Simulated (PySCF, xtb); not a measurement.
InF, SMILES [F][In] (connectivity only; charge and spin as stated), neutral, multiplicity 1.

Harmonic wavenumbers (cm⁻¹) from GFN2-xTB run with xtb at its own minimum, in rising order: 335.

**Question.** What does r2SCAN-D4/def2-TZVP (PySCF) give at its own minimum? (Estimate from the structure and the level; the computed values follow.)

**Answer.** 533. Paired by order, the mean absolute difference is 198 cm⁻¹ and the zero-point energies are 0.5 and 0.8 kcal/mol.
